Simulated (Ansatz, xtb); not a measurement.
## H4O2Se2Ti: where a starting geometry ends

The starting geometry of this gas-phase singlet is a given trial structure with two atoms exchanged.

```xyz
9

O    -0.9952    1.0371    1.9706
O     2.2188   -0.3291    0.8717
Se   -0.5136   -2.0479   -0.7339
Se    0.6886    1.3308   -1.2931
Ti    0.4679    0.0704    0.1560
H    -0.2854    1.5103   -1.6382
H     2.6731   -0.9633    0.2402
H    -1.9130   -1.3398   -0.8254
H    -2.2528    0.6852    1.2350
```

Q: Guess where an optimisation with r2SCAN-D4/def2-SVP ends from this start.

A: It ends as a structure given below by its coordinates. Distances that change by over a tenth: O1–Ti5 (2.52 → 1.77 Å), Se4–Ti5 (1.93 → 2.43 Å), Se4–H6 (1.05 → 1.48 Å), Ti5–H6 (2.42 → 2.83 Å). Contacts that close: O1–H9 (1.50 → 0.97 Å).

The energy falls by 12.26 eV over 21 steps:

```
step  E − E(last) (eV)
   1            12.258
   3             1.470
   5             0.256
   8             0.098
  10             0.048
  12             0.027
  14             0.007
  17             0.001
  19             0.000
  21             0.000
```

Final geometry (Å):

```tsv
atom	x (Å)	y (Å)	z (Å)
O	-0.9350	0.5196	1.3675
O	1.7894	-0.4243	0.9424
Se	-0.6524	-1.7543	-1.2127
Se	0.8835	1.7709	-1.4257
Ti	0.2678	0.0396	0.1600
H	-0.5134	1.8097	-1.8993
H	2.4455	-1.0866	0.6857
H	-1.5727	-2.1064	-0.1154
H	-1.6243	1.1855	1.4803
```

From the same start GFN2-xTB reaches the same bonding as this run.

From so rough a start the end depends on the optimiser's path, so another program may land elsewhere. No frequencies were run, so the end isn't proven a minimum. Run with Ansatz 0.2.0, 2.6 min on 2 threads of Arm Neoverse V2, with other jobs on the host.
